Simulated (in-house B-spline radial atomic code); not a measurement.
Configurations of Eu VI (Eu5+), with energies counted from [Kr] 4d10 4f5 5s2 5p5. Computed with a B-spline radial code for spherical atoms: scalar-relativistic (X2C) BHandHLYP, spin-polarised, spherical fractional occupations, exact exchange averaged over the configuration, Fermi nucleus of rms radius 5.1115 fm. Shells without spins written out take the highest spin.

Occupations are held fixed; configurations that lie above the ionisation limit could autoionise.

| configuration | E - E(ref) (eV) | highest orbital | its <r> (bohr) |
| --- | --- | --- | --- |
| [Kr] 4d10 4f6 5s2 5p4 | 9.8062 | 4f up | 0.8242 |
| [Kr] 4d10 4f4 5s2 5p5 5d1 | 22.284 | 5d up | 1.798 |
| [Kr] 4d10 4f4 5s2 5p5 6p1 | 40.501 | 6p up | 2.984 |
| [Kr] 4d9 4f5 5s2 5p5 6p1 | 172.19 | 6p up | 2.977 |

(1) Order these further configurations by energy, lowest first.
A. [Kr] 4d10 4f4 5s2 5p5 6d1
B. [Kr] 4d10 4f5 5s2 5p4 6d1
C. [Kr] 4d9 4f5 5s2 5p6
D. [Kr] 4d9 4f5 5s2 5p5 5d1

Answers

(1) A (50.911 eV), B (55.584 eV), C (124.33 eV), D (153.79 eV).
